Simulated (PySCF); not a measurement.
# How methods differ on the excitation energy of Mo

Mo [Kr] 4d5 5s1 (7S) → Mo [Kr] 4d4 5s2 (5D), as a difference of total energies. All numbers are calculated (PySCF 2.14, a scalar-relativistic core potential, in def2-TZVPPD with the def2 core potential (28 electrons) (6s4p3d2f1g, 56 functions)). Correlated levels: valence: 4s2 4p6 frozen. The calculations carry no spin-orbit coupling.

| method | excitation energy (eV) |
| --- | --- |
| UHF | 2.195 |
| MP2 (valence) | 1.835 |
| SCS-MP2 (valence) | 1.116 |
| CCSD (valence) | 1.673 |
| CCSD(T) (valence) | 1.586 |

Task: How much does correlation contribute at CCSD(T) (valence)?

Result: 1.586 − (2.195) = -0.609 eV, measured against UHF.

The coupled-cluster amplitudes are large for the upper state (T1 above 0.03 or a double amplitude above 0.15), so a single reference is strained.
